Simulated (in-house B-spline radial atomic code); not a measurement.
Br⁵⁺. Computed with a B-spline radial atomic code. Model: all-electron spherical atom, spin shells full or empty, radial basis limit, no spin-orbit coupling, Breit or QED, empty-state partial waves extrapolated as (l+1/2)^-4, RPA, G0W0 and static COHSEX of the highest shell as one setting changes (uncorrelated shells keep exact exchange).

Given: element Br; charge 5; filled core Ar; hamiltonian one-electron scalar X2C; mean-field start LDA VWN5; highest l of empty states 9; nuclear rms radius 4.1629 fm; highest mean-field shell 4s.

Shell: 3d 5 5, 4s 1 1 (electrons up and down).

```csv
lowest nl shells left uncorrelated,RPA correlation energy (hartree),G0W0 level (eV),G0W0 minus most complete (meV),COHSEX level (eV),removal by RPA minus most complete (meV)
0,-2.3218,-88.122,0,-90.565,0
1,-2.1671,-88.121,0.7,-90.563,-0.2
2,-1.9863,-88.132,-10.3,-90.589,12.7
3,?,?,?,?,?
4,-1.3021,-88.249,-126.5,-90.8,123.4
5,?,?,?,?,?
6,-0.091184,-87.379,743.4,-89.55,-946.1
```

What follows for lowest nl shells left uncorrelated = 5?

RPA correlation energy -0.77765 hartree; G0W0 level -88.18 eV; G0W0 minus most complete -58.1 meV; COHSEX level -90.709 eV; removal by RPA minus most complete 8.2 meV.

What follows for lowest nl shells left uncorrelated = 3?

RPA correlation energy -1.4809 hartree; G0W0 level -88.112 eV; G0W0 minus most complete 10.5 meV; COHSEX level -90.545 eV; removal by RPA minus most complete 1.9 meV.
